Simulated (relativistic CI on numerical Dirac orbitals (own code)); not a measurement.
# Er²⁺: resonant inelastic scattering at the N4,5 edge

Computed with this model: Dirac-Coulomb-Breit CI, KLI orbitals optimised for each configuration, QED by a radiative potential, valence Slater integrals scaled by 0.8, Kramers-Heisenberg scattering through one core-hole configuration in a parametric crystal field; configurations [Xe] 4f12 → [Kr] 4d9 4f13 5s2 5p6; 80 K; core-hole width 0.75 eV; summed over polarisations. Incident energies are the highest absorption maxima for each field (at most a few, so the weaker spin-orbit partner edge can be absent), on the computed scale of the free ion. Intensities are in per cent of the strongest line above 0.02 eV; levels within 1 cm⁻¹ are merged; final levels count from the ground level, the first row holds all elastic scattering, lines under 0.4 are left out and each table stops after 24 rows. The scale of the Slater integrals is a model choice and moves the terms in proportion.

Field parameters in Wybourne normalisation; cubic f-shell fields have B⁴₄ = √(5/14) B⁴₀ and B⁶₄ = −√(7/2) B⁶₀. The field is a parameter set, without covalency.

S is read from ⟨S²⟩ = S(S + 1).

Oh, B40 = -1400, B60 = -310 cm⁻¹:

```csv
Final level (eV),Degeneracy,Irrep,S,167.3 eV,175.1 eV
0.000,2,E,0.99,42.2,562.0
0.003,3,T2,0.99,3.2,229.3
0.033,1,A2,0.99,6.3,65.3
0.042,3,T2,0.99,9.8,100.0
0.048,3,T1,0.99,5.2,50.2
0.053,1,A1,0.99,1.0,5.0
0.615,2,E,0.74,0.0,6.3
0.617,3,T1,0.74,0.1,19.3
0.621,1,A1,0.74,0.1,9.4
0.662,3,T2,0.75,0.0,2.5
0.860,3,T1,1.00,1.0,42.2
0.879,3,T2,1.00,0.7,32.9
0.892,2,E,1.00,0.2,10.2
0.901,3,T1,1.00,0.1,6.8
1.313,1,A1,0.93,0.0,7.8
1.342,3,T1,0.93,0.0,13.6
1.351,3,T2,0.92,0.0,1.3
1.362,2,E,0.92,0.0,5.1
2.168,1,A1,0.58,0.0,0.4
2.170,3,T1,0.59,0.0,0.5
3.751,3,T1,0.02,0.0,2.1
3.762,3,T2,0.02,0.1,4.6
3.794,1,A2,0.02,0.0,2.8
3.814,3,T2,0.02,0.2,19.8
```

C2v, B20 = -460, B22 = 220, B40 = 310, B42 = -90, B44 = -30, B60 = 430, B62 = 70, B64 = 40, B66 = -100 cm⁻¹:

```
Final level (eV)  Degeneracy     S  167.2 eV  175.1 eV
           0.000           2  0.99     190.2    2808.4
           0.006           1  0.99      11.1     251.9
           0.006           1  0.99      12.1     288.2
           0.009           1  0.99      13.2     223.4
           0.010           1  0.99      21.4     316.8
           0.015           1  0.99      18.8     231.2
           0.017           1  0.99      12.8     167.6
           0.023           1  0.99       8.3     100.0
           0.025           1  0.99       4.8      65.0
           0.030           1  0.99       5.0      47.6
           0.044           1  0.99       1.5      13.2
           0.045           1  0.99       1.1       8.7
           0.610           1  0.74       0.1      10.7
           0.613           1  0.74       0.1      13.3
           0.619           1  0.74       0.0       6.7
           0.621           2  0.75       0.1      24.8
           0.624           1  0.75       0.0       4.5
           0.624           1  0.75       0.0      12.8
           0.626           1  0.74       0.2      46.2
           0.627           1  0.74       0.2      44.5
           0.856           1  1.00       2.1      95.2
           0.856           1  1.00       2.1      96.7
           0.862           1  1.00       1.0      45.9
           0.864           2  1.00       1.6      76.1
```

D3h, B20 = 130, B40 = -170, B60 = 120, B66 = 310 cm⁻¹:

```
Final level (eV)  Degeneracy     S  167.2 eV  175.1 eV
           0.000           1  0.99     165.7    1950.6
           0.001           2  0.99      20.3     627.1
           0.002           2  0.99      20.3     617.1
           0.002           1  0.99      18.1     334.8
           0.010           1  0.99       2.9     112.3
           0.011           1  0.99       8.7     139.1
           0.012           1  0.99      18.2     236.2
           0.013           2  0.99      31.5     376.3
           0.015           2  0.99      22.9     233.4
           0.606           3  0.74       0.1      24.1
           0.607           1  0.74       0.1      25.4
           0.609           2  0.74       0.2      51.5
           0.616           2  0.75       0.2      46.3
           0.617           1  0.75       0.1      20.7
           0.857           1  1.00       1.1      51.7
           0.857           2  1.00       2.2     100.0
           0.858           2  1.00       2.1      92.8
           0.859           1  1.00       1.0      41.8
           0.864           2  1.00       0.8      37.7
           0.865           1  1.00       0.6      28.8
           0.866           2  1.00       0.8      42.3
           1.319           2  0.93       0.1      29.5
           1.321           1  0.92       0.0      12.9
           1.323           2  0.93       0.1      35.5
```

For the first field the strongest loss at the lowest incident energy is the level at 0.04 eV (S = 0.99, against 0.99 in the thermal ground state). Levels of other spin, the first over 8 % at 3.81 eV, appear because spin-orbit coupling of the core hole, and in heavier ions of the valence shell too, mixes spins.
